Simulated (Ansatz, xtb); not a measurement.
## Relaxing a trial structure of Cl2F3HMoO

The starting geometry of this gas-phase singlet is a given trial structure with two atoms exchanged.

```yaml
atoms:
  - { symbol: Cl, position_ang: [-1.5529, 1.0508, 1.3627] }
  - { symbol: Cl, position_ang: [1.7435, -0.2865, -1.5004] }
  - { symbol: F, position_ang: [1.2312, 0.2874, 1.2827] }
  - { symbol: F, position_ang: [-1.0637, 0.3850, -1.4016] }
  - { symbol: F, position_ang: [0.4932, 1.9598, -0.3503] }
  - { symbol: Mo, position_ang: [-0.3443, -1.3753, 0.2453] }
  - { symbol: O, position_ang: [0.0693, 0.2750, -0.0496] }
  - { symbol: H, position_ang: [-0.5762, -2.2961, 0.4112] }
```

**Question.** One run relaxed it with r2SCAN-D4/def2-SVP. What is a likely outcome?

**Answer.** It ends as a structure given below by its coordinates. Distances that change by over a tenth: Cl1–Mo6 (2.93 → 2.29 Å), Cl2–Mo6 (2.93 → 2.29 Å), F3–Mo6 (2.51 → 1.86 Å), F4–Mo6 (2.52 → 1.85 Å), Mo6–O7 (1.73 → 1.91 Å), Mo6–H8 (0.96 → 1.66 Å). Contacts that close: F5–O7 (1.76 → 1.39 Å).

The energy falls by 30.24 eV over 38 steps:

| step | E − E(last) (eV) |
| --- | --- |
| 1 | 30.242 |
| 5 | 9.397 |
| 9 | 1.486 |
| 13 | 0.332 |
| 17 | 0.136 |
| 22 | 0.065 |
| 26 | 0.063 |
| 30 | 0.034 |
| 34 | 0.003 |
| 38 | 0.000 |

Final geometry (Å):

```xyz
8

Cl   -1.8902   -0.8009    1.5404
Cl    1.0699   -1.0451   -1.6007
F     0.7818    0.2251    1.4725
F    -1.7057   -0.0863   -1.1780
F     1.5714    1.9738   -0.2816
Mo   -0.2994   -0.1774    0.0148
O     0.2525    1.5806   -0.4822
H     0.2197   -1.6698    0.5148
```

From the same start GFN2-xTB reaches the same bonding as this run.

From so rough a start the end depends on the optimiser's path, so another program may land elsewhere. The end wasn't checked by frequencies. Atoms past krypton carry core potentials, without spin–orbit terms. Run with Ansatz 0.2.0, 3.6 min on 2 threads of Arm Neoverse V2, on a shared host.
